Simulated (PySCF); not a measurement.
## Working out the ionisation energy of Xe⁺

Xe⁺ [Kr] 4d10 5s2 5p5 (2P) → Xe²⁺ [Kr] 4d10 5s2 5p4 (3P). Calculation: PySCF 2.14, in def2-TZVP with the def2 core potential (28 electrons); scalar relativity through the core potential. Frozen: 4s2 4p6 4d10. Energies in hartree (1 hartree = 27.21139 eV):

```csv
part,Xe⁺ (lower),Xe²⁺ (upper)
UHF,-327.877043,-327.139218
CCSD correlation,-0.134443,-0.108143
(T),-0.003563,-0.002571
```

What does Hartree-Fock give?

(-327.139218) − (-327.877043) = 0.737825 hartree = 20.077 eV.

What do CCSD and CCSD(T) give?

The CCSD correlation energies differ by 0.026300 hartree = 0.716 eV and the triples by 0.000992 hartree = 0.027 eV, so CCSD gives 20.793 eV and CCSD(T) 20.820 eV.

Reference: 20.975 eV (semi-empirical (NIST evaluation); NIST Atomic Spectra Database, ionization energies), between the lowest levels; spin-orbit coupling is absent from the calculation.

What remains against the reference includes basis incompleteness, the frozen core and higher excitations.
